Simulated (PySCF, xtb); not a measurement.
C₂H₉NOSi, SMILES O[Si@@H](CC)N.

xtb with GFN2-xTB at its own geometry gives an orbital gap of 6.75 eV and a dipole moment of 1.12 D.

Geometry: PBE0-D3(BJ)/def2-SVP. The structure was generated by enumeration; whether it is a known compound was not checked. One conformer was computed; it need not be the lowest.

Q: What does r2SCAN/def2-TZVP (PySCF) give? (The exact figures need the calculation; the answer reports its results.)

A: gap 7.22 eV (levels -6.46 and 0.76 eV), dipole 0.59 D.
